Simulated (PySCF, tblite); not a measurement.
Species: C3H10O2Si2.
Bonds: C1–C2 (double), C2–C3, C3–Si4, C2–O5, O5–Si6, Si6–O7. Hydrogens: H8, H9 on C1; H10, H11 on C3; H12, H13, H14 on Si4; H15, H16 on Si6; H17 on O7.

Jobs on this species (17 atoms, 72 electrons) with PySCF (density fitting) and tblite. Hardware of each: one thread of an Arm Neoverse V1, no GPU, shared host. Times come from a shared host and carry two figures at best.

Question: Rank these jobs by wall time, shortest first.
A. PBE0/pcSseg-1; shieldings, charges and field gradients; 183 basis functions
B. GFN2-xTB; Hessian by finite differences
C. GFN2-xTB; L-BFGS relaxation

Answer: B (0.65 s), C (1.3 s), A (31 s).

All jobs:

| level and settings | work | basis functions | SCF cycles | wall time |
| --- | --- | --- | --- | --- |
| GFN2-xTB | Hessian by finite differences | – | – | 0.65 s |
| GFN2-xTB | L-BFGS relaxation | – | – | 1.3 s |
| PBE0/pcSseg-1 | shieldings, charges and field gradients | 183 | 14 | 31 s |

Q: What do all jobs in the table cost together?

A: About 33 s; the longest takes about 94 % of that, and about 48 times as long as the shortest.
